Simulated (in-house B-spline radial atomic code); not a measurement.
Inner levels of platinum as electrons are removed. A shift is the extra binding of the orbital against the neutral atom ([Xe] 4f14 5d9 6s1). The density at the nucleus is averaged over the nuclear charge. Computed with an all-electron radial atomic-structure program (B-spline basis): Dirac-Hartree-Fock, average of the configuration, finite nuclei.

```tsv
ion	configuration	shift of 5s1/2 (eV)	shift of 3p1/2 (eV)	shift of 4d5/2 (eV)	radius of 5s1/2 (bohr)	radius of 3p1/2 (bohr)	radius of 4d5/2 (bohr)	Σ<r²> (bohr²)	change of density at nucleus (bohr⁻³)
Pt8+	[Xe] 4f14 5d2	121.61	128.29	126.88	0.93644	0.17669	0.4719	22.203	148.75
Pt9+	[Xe] 4f14 5d1	141.02	149.75	147.83	0.93006	0.17668	0.47171	20.068	208.33
Pt10+	[Xe] 4f14	?	?	?	?	?	?	?	?
Pt11+	[Kr] 4d10 4f14 5s2 5p5	181.88	198.06	194.96	0.91496	0.17667	0.47087	16.686	343.41
Pt12+	[Kr] 4d10 4f14 5s2 5p4	?	?	?	?	?	?	?	?
Pt13+	[Kr] 4d10 4f14 5s2 5p3	224.72	252.03	247.5	0.89848	0.17666	0.46953	14.056	490.42
Pt14+	[Kr] 4d10 4f14 5s2 5p2	246.68	280	274.62	0.89054	0.17665	0.4688	12.832	567.22
Pt15+	[Kr] 4d10 4f14 5s2 5p1	?	?	?	?	?	?	?	?
Pt16+	[Kr] 4d10 4f14 5s2	291.67	337.83	330.46	0.87524	0.17663	0.4672	10.542	727.39
Pt17+	[Kr] 4d10 4f13 5s2	322.04	383.95	370.82	0.86126	0.17662	0.46375	10.001	951.68
Pt18+	[Kr] 4d10 4f12 5s2	353.12	431.78	412.31	0.84782	0.1766	0.46025	9.4973	1187.44
```

(1) Fill in the row of Pt10+.

(2) Fill in the row of Pt12+.

(3) Fill in the row of Pt15+.

## Answers

(1) shift of 5s1/2 (eV): 161.02; shift of 3p1/2 (eV): 172.08; shift of 4d5/2 (eV): 169.56; radius of 5s1/2 (bohr): 0.92351; radius of 3p1/2 (bohr): 0.17667; radius of 4d5/2 (bohr): 0.47147; Σ<r²> (bohr²): 18.105; change of density at nucleus (bohr⁻³): 273.29.

(2) shift of 5s1/2 (eV): 203.11; shift of 3p1/2 (eV): 224.72; shift of 4d5/2 (eV): 220.94; radius of 5s1/2 (bohr): 0.90661; radius of 3p1/2 (bohr): 0.17666; radius of 4d5/2 (bohr): 0.47023; Σ<r²> (bohr²): 15.339; change of density at nucleus (bohr⁻³): 415.78.

(3) shift of 5s1/2 (eV): 269; shift of 3p1/2 (eV): 308.6; shift of 4d5/2 (eV): 302.27; radius of 5s1/2 (bohr): 0.8828; radius of 3p1/2 (bohr): 0.17664; radius of 4d5/2 (bohr): 0.46802; Σ<r²> (bohr²): 11.662; change of density at nucleus (bohr⁻³): 646.25.
